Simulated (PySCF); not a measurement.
A structure optimised at PBE-D3(BJ)/def2-SVP, used in a PySCF frequency run:

```xyz
10

C     -1.1253    -3.0965     0.0000
C     -0.4592    -1.9646     0.0000
C      0.2073    -0.8253     0.0000
Cl     1.9480    -0.7610     0.0000
C     -0.5070     0.5120     0.0000
F     -1.8429     0.3161     0.0000
Cl    -0.0702     1.4565     1.4702
Cl    -0.0702     1.4565    -1.4702
H     -1.4182    -3.5909     0.9432
H     -1.4182    -3.5909    -0.9432
```

Problem. Write its SMILES, formula and point group.

Solution. C=C=C(Cl)C(F)(Cl)Cl, C₄H₂Cl₃F, Cs

Problem. What are its rotational constants (standard atomic weights)?

Solution. 1.3350, 0.95842, 0.84828 GHz
